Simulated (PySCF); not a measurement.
Isomers of [C7H9]+.

All values: PBE0/def2-SVPD (PySCF) at GFN2-xTB geometries, gas phase, one conformer each. Core orbitals are frozen in the response; Δα² is half the sum of the squared differences of the principal polarisabilities.

Problem. Rank by HOMO–LUMO gap, lowest first.
A. `[C+](C)(C)C#CC=C`
B. `[CH2:1]=[CH:2][CH+:3][CH2:4][C:5]#[C:6][CH3:7]` (charge +1) with C1–C2–C3–C4 0°, C2–C3–C4–C5 0°
C. `[CH3:1][C:2]#[C:3]/[CH:4]=[CH:5]/[CH+:6][CH3:7]` (charge +1) with C4–C5–C6–C7 180°
D. `[CH2:1]=[CH:2][CH2:3][c:4]1[cH:5][c+:6]1[CH3:7]` (charge +1) with C1–C2–C3–C4 -105°, C2–C3–C4–C5 90°

Solution. B (2.91 eV), C (4.13 eV), A (4.29 eV), D (5.67 eV).

Problem. Rank by mean static polarisability, lowest first.
A. `[CH2:1]=[CH:2][CH2:3][c:4]1[cH:5][c+:6]1[CH3:7]` (charge +1) with C1–C2–C3–C4 -105°, C2–C3–C4–C5 90°
B. `[CH2:1]=[CH:2][CH+:3][CH2:4][C:5]#[C:6][CH3:7]` (charge +1) with C1–C2–C3–C4 0°, C2–C3–C4–C5 0°
C. `[CH3:1][C:2]#[C:3]/[CH:4]=[CH:5]/[CH+:6][CH3:7]` (charge +1) with C4–C5–C6–C7 180°
D. `C=CC#C[C+](C)C`

Solution. A (11.02 Å³), B (13.12 Å³), D (14.50 Å³), C (15.74 Å³).

All values together:

| SMILES | HOMO (eV) | LUMO (eV) | α (Å³) | Δα (Å³) |
| --- | --- | --- | --- | --- |
| C=CC#C[C+](C)C | -12.71 | -8.42 | 14.50 | 17.05 |
| C=CCc1c[c+]1C | -12.02 | -6.35 | 11.02 | 5.40 |
| C=C[CH+]CC#CC | -11.87 | -8.96 | 13.12 | 9.79 |
| CC#C/C=C/[CH+]C | -12.53 | -8.41 | 15.74 | 22.45 |

Conformers: `[CH2:1]=[CH:2][CH2:3][c:4]1[cH:5][c+:6]1[CH3:7]` (charge +1) with C1–C2–C3–C4 -105°, C2–C3–C4–C5 90°; `[CH2:1]=[CH:2][CH+:3][CH2:4][C:5]#[C:6][CH3:7]` (charge +1) with C1–C2–C3–C4 0°, C2–C3–C4–C5 0°; `[CH3:1][C:2]#[C:3]/[CH:4]=[CH:5]/[CH+:6][CH3:7]` (charge +1) with C4–C5–C6–C7 180°.
